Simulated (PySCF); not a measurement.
Correlation energy of Yb(58+) (ytterbium, charge +58)

[Ne] 3s2, closed-shell 1S. Calculation: PySCF 2.14, in an uncontracted even-tempered set (17 s from 16 bohr⁻², ratio 2.5; 12 p from 20 bohr⁻², ratio 2.5; 4 d from 74 bohr⁻², ratio 2.7; 4 f from 110 bohr⁻², ratio 2.7); the spin-free X2C one-electron Hamiltonian (Gaussian nucleus). Frozen: 1s2; 10 electrons correlated; the 20 highest virtual orbitals of each spin left out.

```json
{"level": "CCSD", "correlation energy (mhartree)": "-494.21"}
{"level": "(T)", "correlation energy (mhartree)": "-0.42"}
{"level": "CCSD(T)", "correlation energy (mhartree)": "-494.63"}
```

Diagnostics: T1 = 0.00011, D1 = 0.0004, largest double amplitude 0.036.

Cost of the coupled-cluster step: of the order of 2.3 core-seconds, for 10 correlated electrons.

At this charge the one-electron X2C treatment keeps the bare 1/r₁₂, with no two-electron picture change or Breit term. The effect here is smaller than on the frozen 1s shell; and a scalar Hamiltonian misses the large spin-orbit splitting of the p shells, which matters for ns² → np² pairs.
